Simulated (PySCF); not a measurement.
Property card for `CO[P@@]1(=O)OC[C@@H](C)O1`

Species: C₄H₉O₄P.
Atom-mapped SMILES: `[CH3:1][O:2][P@@:3]1(=[O:4])[O:5][CH2:6][C@@H:7]([CH3:8])[O:9]1` (hydrogens: H10, H11, H12 on C1; H13, H14 on C6; H15 on C7; H16, H17, H18 on C8)

From PBE0-D3(BJ)/def2-SVP geometry optimisation, gas phase (PySCF):

```yaml
Point_group: C1
Rotational_constants_A_B_C: 2.453, 1.200, 1.022 GHz
```

From wB97X-D/def2-SVPD ground state, ΔSCF and vertical TDDFT (core frozen in the response) (PySCF):

```yaml
Dipole_moment: 4.07 D
HOMO_energy: -10.26 eV
LUMO_energy: 2.02 eV
HOMO–LUMO_gap: 12.28 eV
Lowest_singlet_excitation: 7.97 eV (156 nm, f = 0.012)
Strongest_line_among_the_10_lowest_singlet_transitions: S2 at 8.24 eV (150 nm, f = 0.039)
Lowest_triplet_excitation_Tamm–Dancoff: 7.67 eV
Static_isotropic_polarisability: 79.3 au
Vertical_ionisation_energy: 10.46 eV
Electronic_spatial_extent_⟨r²⟩_about_the_centre_of_nuclear_charge: 1287 bohr²
```

PBE/pcSseg-1 ground state and GIAO shieldings, non-relativistic (PySCF):

```yaml
13C_chemical_shifts_computed_TMS_as_zero_by_class: 77.5 (C7), 73.9 (C6), 56.5 (C1), 21.5 (C8) ppm
1H_chemical_shifts_computed_TMS_as_zero_by_class: 4.26 (H13), 4.24 (H15), 3.98 (H10/H11/H12), 3.68 (H14), 1.27 (H16/H17/H18) ppm
Isotropic_shieldings_of_nuclei_other_than_C_and_H_by_class: 178 (O4), 198 (O9), 232 (O2), 233 (O5), 280 (P3) ppm
```

Monoisotopic mass (most abundant isotopes): 152.0238 u.

In wavenumbers S1 is 64300 cm⁻¹ (1 eV = 8065.54 cm⁻¹). No computed singlet falls in the visible range (750 to 380 nm, 1.65 to 3.26 eV); S1 lies 4.71 eV above its blue end. S1 lies 4.31 eV below the HOMO–LUMO gap; its leading configuration is HOMO→LUMO, weight 0.55. The vertical singlet–triplet gap S1 − T1 is 0.30 eV (TDDFT singlet less Tamm–Dancoff triplet; S1: HOMO→LUMO, weight 0.55; T1: HOMO→LUMO, weight 0.43, beside HOMO→LUMO+1, weight 0.24). The principal polarisabilities are 68.1, 77.5 and 92.4 au; their mean is the isotropic value. The rotational constants make it an asymmetric top with κ = (2B − A − C)/(A − C) = -0.75, nearer the prolate limit (−1).

 NMR classes are plain means over equivalent atoms (diastereotopic ones count apart unless rotation or inversion swaps them), as if these changed places fast; in this geometry the members of some classes differ.

For the NMR shielding job (PBE/pcSseg-1), the run took 53 s of wall time on Intel Xeon Platinum 8375C at 2.90 GHz, one thread (shared host), and the process peaked at 0.89 GiB of memory.

One conformer stands for the species.
